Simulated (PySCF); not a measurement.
C8H8N2S, SMILES Cn1cccc1-c1cncs1. Heavy atoms are numbered as in [CH3:1][n:2]1[cH:3][cH:4][cH:5][c:6]1-[c:7]1[cH:8][n:9][cH:10][s:11]1. Hydrogens are named by the atom that carries them.

Geometry: B3LYP-D3(BJ)/def2-SVP. The structure was generated by enumeration, and PubChem lists no compound with its InChIKey, so it may never have been made. The values are those of a single conformer.

Level of theory: PBE0/pcSseg-1 run with PySCF.

GIAO shieldings, no solvent; atoms alike by connectivity are averaged. δ = σ(ref) − σ: ¹³C against TMS (σ = 186.3 ppm); ¹⁵N against NH3 (σ = 267.4 ppm); ³³S against H2S (σ = 716.7 ppm); ¹H against TMS (σ = 31.56 ppm), references at their B3LYP-D3(BJ)/def2-TZVP geometries, non-relativistic.

| nucleus | atoms | count | δ (ppm) |
|---|---|---|---|
| ¹³C | C10 (CH) | 1 | 158.4 |
| ¹³C | C8 (CH) | 1 | 146.8 |
| ¹³C | C7 | 1 | 142.0 |
| ¹³C | C3 (CH) | 1 | 132.6 |
| ¹³C | C6 | 1 | 132.0 |
| ¹³C | C5 (CH) | 1 | 120.2 |
| ¹³C | C4 (CH) | 1 | 116.6 |
| ¹³C | C1 (CH3) | 1 | 38.8 |
| ¹⁵N | N9 | 1 | 371.7 |
| ¹⁵N | N2 | 1 | 180.1 |
| ³³S | S11 | 1 | 497.2 |
| ¹H | H on C10 | 1 | 8.68 |
| ¹H | H on C8 | 1 | 8.23 |
| ¹H | H on C3 | 1 | 6.97 |
| ¹H | H on C5 | 1 | 6.97 |
| ¹H | H on C4 | 1 | 6.65 |
| ¹H | H on C1 | 3 | 3.90 |
